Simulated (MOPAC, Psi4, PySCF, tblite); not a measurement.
Interaction energy of CH3F ··· CH3F (SMILES CF and CF). Monomers: optimised at B3LYP-D3(BJ) (def2-TZVP), held rigid. Orientation: lowest of the rigid-body minima from ten starts at GFN2-xTB. Only R, the distance of the centres of mass, is varied, so the lowest point isn't the relaxed dimer.

Levels of theory: GFN2-xTB (tblite); RKS-B3LYP/6-31G* = restricted B3LYP/6-31G*, spherical d, no counterpoise correction (PySCF 2.14.0); PM3, restricted, heats of formation (MOPAC); wB97X-D/def2-TZVP, counterpoise-corrected (Psi4).

Interaction energies in kJ/mol; the last columns give the difference from wB97X-D:

| R / Å | GFN2-xTB | RKS-B3LYP/6-31G* | PM3 | wB97X-D/def2-TZVP | GFN2-xTB − wB97X-D/def2-TZVP | RKS-B3LYP/6-31G* − wB97X-D/def2-TZVP | PM3 − wB97X-D/def2-TZVP |
|---|---|---|---|---|---|---|---|
| 2.80 | 12.58 | -1.36 | 4.59 | 14.14 | -1.56 | -15.50 | -9.55 |
| 3.03 | -4.48 | -15.06 | 5.49 | -2.16 | -2.32 | -12.90 | 7.65 |
| 3.23 | -9.28 | -17.77 | -0.20 | -6.98 | -2.30 | -10.79 | 6.78 |
| 3.42 | -10.22 | -16.81 | -3.84 | -8.14 | -2.08 | -8.67 | 4.30 |
| 3.64 | -9.60 | -13.84 | -4.39 | -7.79 | -1.81 | -6.04 | 3.40 |
| 3.86 | -8.45 | -10.31 | -3.42 | -6.83 | -1.62 | -3.48 | 3.41 |
| 4.10 | -7.15 | -6.89 | -2.44 | -5.71 | -1.43 | -1.18 | 3.28 |
| 4.39 | -5.77 | -4.03 | -1.81 | -4.53 | -1.25 | 0.50 | 2.72 |
| 4.94 | -3.86 | -1.77 | -1.22 | -2.84 | -1.02 | 1.06 | 1.62 |
| 5.62 | -2.44 | -1.07 | -0.81 | -1.67 | -0.77 | 0.59 | 0.86 |
| 6.59 | -1.40 | -0.66 | -0.50 | -0.91 | -0.49 | 0.26 | 0.42 |
| 7.90 | -0.76 | -0.38 | -0.29 | -0.49 | -0.28 | 0.11 | 0.20 |

GFN2-xTB is furthest from wB97X-D/def2-TZVP at 3.03 (-2.32 kJ/mol, below); its mean absolute difference over the points is 1.41 kJ/mol.

RKS-B3LYP/6-31G* is furthest from wB97X-D/def2-TZVP at 2.80 (-15.50 kJ/mol, below); its mean absolute difference over the points is 5.09 kJ/mol.

PM3 is furthest from wB97X-D/def2-TZVP at 2.80 (-9.55 kJ/mol, below); its mean absolute difference over the points is 3.68 kJ/mol.
